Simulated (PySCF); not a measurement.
C₃H₇ITe, SMILES CC([Te]I)C.

Geometry: B3LYP-D3(BJ)/def2-SVP. The def2 effective core potentials stand for the cores of I, Te; spin–orbit coupling is left out. One conformer was computed; it need not be the lowest.

All values below come from B3LYP-D3(BJ)/def2-SVP in PySCF.

Frequencies are harmonic and unscaled.

```
mode  ν (cm⁻¹)  IR (km/mol)  moving atoms (share of kinetic energy)
----  --------  -----------  --------------------------------------
1           43          0.0                  C 55 %, H 30 %, Te 9 %
2           81          0.2         C 42 %, I 22 %, Te 21 %, H 14 %
3          191          2.6                 I 49 %, Te 35 %, C 11 %
4          229          0.6                 H 64 %, C 23 %, Te 11 %
5          246          0.8                 H 65 %, C 24 %, Te 10 %
6          261          0.6                          C 48 %, H 43 %
7          280          0.1                          H 69 %, C 24 %
8          394          0.6                          C 58 %, H 41 %
9          490          1.8                          C 65 %, H 30 %
10         887          1.7                          C 67 %, H 33 %
11         933          2.3                          H 88 %, C 12 %
12         961          0.3                          H 72 %, C 28 %
13        1015          6.9                          H 85 %, C 15 %
14        1128          0.8                          C 63 %, H 37 %
15        1164         55.3                          H 51 %, C 49 %
16        1210         44.1                          H 69 %, C 31 %
17        1340          0.9                          H 74 %, C 26 %
18        1391          7.9                          H 75 %, C 25 %
19        1403          3.3                          H 80 %, C 20 %
20        1457          3.2                                  H 96 %
21        1460          2.1                                  H 96 %
22        1471          9.1                                  H 96 %
23        1479          5.6                                  H 96 %
24        3014         19.4                                  H 97 %
25        3018         33.9                                  H 97 %
26        3085          5.1                           H 91 %, C 9 %
27        3092          0.7                           H 91 %, C 9 %
28        3101         16.3                           H 91 %, C 9 %
29        3115         13.8                           H 91 %, C 9 %
30        3130          9.2                           H 91 %, C 9 %
```
